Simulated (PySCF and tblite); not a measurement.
2 diastereomers of C₃H₁₁F₂NO₂Si₂, numbered alike:

| isomer | SMILES | descriptors (one enantiomer) |
| --- | --- | --- |
| A | [CH3:1][O:2][Si@H:3]([F:4])[NH:5][Si@:6]([CH3:7])([F:8])[O:9][CH3:10] | 3R, 6S |
| B | [CH3:1][O:2][Si@@H:3]([F:4])[NH:5][Si@:6]([CH3:7])([F:8])[O:9][CH3:10] | 3S, 6S |

Protocol: conformer search, at most 6 conformers an isomer, GFN2-xTB geometries, energies PBE0/6-31G* (D3(BJ) added where defined), GIAO shieldings PBE0/6-31G*, weights at 298.15 K with GFN2-xTB thermal terms. Programs: PySCF with density fitting and tblite.

Task: What shifts does each isomer give (ppm)?

Result: 
A: ¹H (against TMS): 3.88 (H10, 3H), 3.86 (H1, 3H), 0.07 (H7, 3H). ¹³C (against TMS): 49.7 (C10), 49.2 (C1), -1.5 (C7). ¹⁹F (against CFCl3): -124.5 (F4), -135.6 (F8). ²⁹Si (against TMS): -19.1 (Si6), -26.4 (Si3). ¹⁵N (against NH3): 39.5 (N5).

B: ¹H (against TMS): 3.95 (H1, 3H), 3.85 (H10, 3H), 0.11 (H7, 3H). ¹³C (against TMS): 49.8 (C10), 49.3 (C1), -1.9 (C7). ¹⁹F (against CFCl3): -127.7 (F8), -134.4 (F4). ²⁹Si (against TMS): -19.2 (Si6), -29.8 (Si3). ¹⁵N (against NH3): 39.3 (N5). H not on carbon is left out.

The conformer set may be incomplete (the search or the number kept was capped). H on N, O and S are left out: they exchange, and hydrogen bonds move them by several ppm. Unscaled ¹⁹F and ²⁹Si and ¹⁵N shifts at such levels can be off by tens of ppm; differences between conformers or isomers are more reliable. Shifts are unscaled: against experiment ¹³C can be off by 15 ppm or more and ¹H by 0.8 ppm. At least one structure keeps an imaginary mode at the tight-binding level.


¹⁵N shifts are against a computed isolated NH3 molecule, about 20 ppm from the liquid.